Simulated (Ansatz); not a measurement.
A geometry relaxed with PBE0-D4/def2-TZVP (Ansatz, a first-principles code), charge 0, multiplicity 1:

```xyz
7

C     -0.8950     0.0059    -0.0192
H      1.8597    -1.3933    -0.1439
H     -1.2796     0.2806     0.9701
Al     1.0548    -0.0300     0.0054
H     -1.3405    -0.9534    -0.2917
H      1.8694     1.3234     0.1911
H     -1.2687     0.7669    -0.7119
```

Problem. Write the SMILES of this molecule.

Solution. `[CH3][AlH2]`
